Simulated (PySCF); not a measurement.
A structure optimised at B3LYP-D3(BJ)/def2-TZVP, used in a PySCF frequency run:

```xyz
3

Y      0.0000     0.0000     0.3396
F      0.0000    -1.5909    -0.7358
F      0.0000     1.5909    -0.7358
```
Charge +1, spin multiplicity 1.

Problem. Write its SMILES, formula and point group.

Solution. [F][Y+][F], F2Y, C2v

Problem. What are its rotational constants (standard atomic weights)?

Solution. 16.417, 5.2552, 3.9809 GHz
